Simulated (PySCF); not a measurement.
# Correlation energy of Se (selenium, neutral)

[Ar] 3d10 4s2 4p4, high-spin 3P determinant. All numbers are calculated (PySCF 2.14, a scalar-relativistic core potential, in cc-pVTZ-PP with ECP10MDF). Frozen: 3s2 3p6 3d10; 6 electrons correlated.

MP2 pair energies summed by pair of shells (mhartree):

```json
{"pair": "4s-4p", "energy": "-46.55", "share (%)": "46.5"}
{"pair": "4p-4p", "energy": "-44.84", "share (%)": "44.8"}
{"pair": "4s-4s", "energy": "-8.73", "share (%)": "8.7"}
```

Total MP2 correlation energy: -100.12 mhartree.

Same-spin part -22.91 and opposite-spin part -77.21 mhartree; SCS-MP2 scales them by 1/3 and 6/5 to -100.29 mhartree.

```tsv
level	correlation energy (mhartree)
CCSD	-118.93
(T)	-3.57
CCSD(T)	-122.50
```

Diagnostics: T1 = 0.0080, D1 = 0.0248, largest double amplitude 0.054.

Cost of the coupled-cluster step: 0.5 s of wall time on 1 thread of Intel(R) Xeon(R) Platinum 8259CL CPU @ 2.50GHz (shared host), for 6 correlated electrons.

Iterations:

```
CC2 = 0
CCSD nocc = (np.int64(4), np.int64(2)), nmo = (30, 30)
frozen orbitals [[0, 1, 2, 3, 4, 5, 6, 7, 8], [0, 1, 2, 3, 4, 5, 6, 7, 8]]
max_cycle = 100
direct = 0
conv_tol = 1e-08
conv_tol_normt = 1e-06
diis_space = 8
diis_start_cycle = 0
Init t2, MP2 energy = -0.100122788749879
Init E_corr(UCCSD) = -0.100122788759051
cycle = 1  E_corr(UCCSD) = -0.114629546561897  dE = -0.0145067578  norm(t1,t2) = 0.0408703
cycle = 2  E_corr(UCCSD) = -0.1176678864842  dE = -0.00303833992  norm(t1,t2) = 0.012719
cycle = 3  E_corr(UCCSD) = -0.118971030508803  dE = -0.00130314402  norm(t1,t2) = 0.00494516
cycle = 4  E_corr(UCCSD) = -0.118929392139981  dE = 4.16383688e-05  norm(t1,t2) = 0.000668353
cycle = 5  E_corr(UCCSD) = -0.118930478779048  dE = -1.08663907e-06  norm(t1,t2) = 0.000140956
cycle = 6  E_corr(UCCSD) = -0.11893062425166  dE = -1.45472612e-07  norm(t1,t2) = 3.78647e-05
cycle = 7  E_corr(UCCSD) = -0.118930846478928  dE = -2.22227268e-07  norm(t1,t2) = 8.22215e-06
cycle = 8  E_corr(UCCSD) = -0.11893074127671  dE = 1.05202218e-07  norm(t1,t2) = 1.74239e-06
cycle = 9  E_corr(UCCSD) = -0.118930744918122  dE = -3.64141238e-09  norm(t1,t2) = 3.53278e-07
UCCSD converged
E(UCCSD) = -371.9811268977318  E_corr = -0.1189307449181223
UCCSD(T) correction = -0.00357238908375733
```
